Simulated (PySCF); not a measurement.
Bond stretch in H4B2, SMILES BB, singlet. The B1–B4 bond (B1 also carries H, H; B4 carries H, H) is stretched with both fragments frozen at the PBE0/def2-TZVP optimised geometry.

Levels of theory: RKS-PBE = restricted PBE/cc-pVDZ run with PySCF; UKS-PBE = unrestricted PBE/cc-pVDZ (PySCF 2.14.0); RKS-B3LYP = restricted B3LYP/cc-pVDZ run with PySCF; UCCSD(T) = CCSD(T) on UHF/cc-pVDZ, 2 core orbitals frozen (PySCF 2.14.0).

Energies relative to the lowest point of each curve near equilibrium, in mEh; the last columns give the difference from UCCSD(T):

```csv
R / Å,RKS-PBE,UKS-PBE,RKS-B3LYP,UCCSD(T),RKS-PBE − UCCSD(T),UKS-PBE − UCCSD(T),RKS-B3LYP − UCCSD(T)
1.22,126.7,126.7,130.9,151.0,-24.3,-24.3,-20.1
1.31,65.3,65.3,68.2,82.6,-17.3,-17.3,-14.3
1.39,31.9,31.9,33.9,43.8,-11.9,-11.9,-9.9
1.48,10.8,10.8,11.9,17.7,-6.9,-6.9,-5.8
1.54,3.6,3.6,4.2,7.7,-4.1,-4.1,-3.5
1.58,1.1,1.1,1.4,3.6,-2.5,-2.5,-2.2
1.63,0.0,0.0,0.0,0.7,-0.7,-0.7,-0.7
1.69,1.1,1.1,0.8,0.0,1.1,1.1,0.8
1.73,3.0,3.0,2.5,0.9,2.1,2.1,1.6
1.79,7.1,7.1,6.4,3.7,3.4,3.4,2.7
1.88,15.5,15.5,14.5,10.6,4.8,4.8,3.9
2.02,31.4,31.4,30.3,25.3,6.1,6.1,5.0
2.20,53.9,53.9,53.0,47.3,6.7,6.7,5.7
2.42,81.0,81.0,80.6,74.4,6.7,6.7,6.3
2.69,111.0,111.0,111.6,104.7,6.3,6.3,6.8
2.90,131.1,131.1,132.6,124.7,6.4,6.4,7.9
3.28,160.5,159.5,163.8,151.2,9.2,8.3,12.5
3.58,177.9,170.6,182.7,162.2,15.7,8.4,20.6
4.00,195.5,177.2,202.4,167.3,28.2,9.9,35.2
4.43,207.5,179.7,216.5,168.5,39.0,11.2,48.0
4.86,215.3,180.7,226.2,168.8,46.5,11.8,57.4
5.69,223.3,181.2,237.1,169.0,54.4,12.2,68.2
```

RKS-PBE is furthest from UCCSD(T) at 5.69 (54.4 mEh, above); its mean absolute difference over the points is 13.8 mEh.

UKS-PBE is furthest from UCCSD(T) at 1.22 (-24.3 mEh, below); its mean absolute difference over the points is 7.9 mEh.

RKS-B3LYP is furthest from UCCSD(T) at 5.69 (68.2 mEh, above); its mean absolute difference over the points is 15.4 mEh.

The restricted form behind RKS-PBE, RKS-B3LYP keeps the bonding electrons paired and can't separate into open-shell fragments. The unrestricted determinant behind UKS-PBE is spin-contaminated at 3.28 to 5.69 Å (<S²> up to 1.0, against 0.00 for a pure singlet). The unrestricted determinant behind UCCSD(T) is spin-contaminated at 2.69 to 5.69 Å (<S²> up to 1.0, against 0.00 for a pure singlet).
